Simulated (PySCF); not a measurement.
Tm⁶⁰⁺ (thulium, charge +60) across methods

[He] 2s2 2p5, 2P determinant. Calculation: PySCF 2.14, in an uncontracted even-tempered set (19 s from 37 bohr⁻², ratio 2.2; 13 p from 48 bohr⁻², ratio 2.2; 5 d from 190 bohr⁻², ratio 2.4; 5 f from 280 bohr⁻², ratio 2.4; 4 g from 430 bohr⁻², ratio 2.4); the spin-free X2C one-electron Hamiltonian (Gaussian nucleus).

| method | E (hartree) | mean ε 2s β (eV) | mean ε 2p α (eV) | mean ε 2p β (eV) | Σ⟨r²⟩ (bohr²) | ⟨S²⟩ |
| --- | --- | --- | --- | --- | --- | --- |
| r2SCAN | -8976.04 | -14919.0 | -13872.9 | -13845.2 | 0.04939 | 0.750 |
| M06-L | -8976.05 | -14918.1 | -13874.8 | -13844.0 | 0.04936 | 0.750 |
| PBE | -8975.50 | -14899.2 | -13853.4 | -13827.2 | 0.04942 | 0.750 |
| B3LYP | -8975.53 | -14932.8 | -13886.4 | -13859.0 | 0.04941 | 0.750 |
| UHF | -8975.00017 | -15064.1 | -14012.6 | -13980.3 | 0.04937 | 0.750 |
| LDA | -8966.50 | -14887.9 | -13847.7 | -13819.0 | 0.04946 | 0.750 |
| PBE0 | -8975.46 | -14940.9 | -13893.6 | -13865.9 | 0.04941 | 0.750 |

Spin-orbit coupling, absent here, splits the open shell strongly.
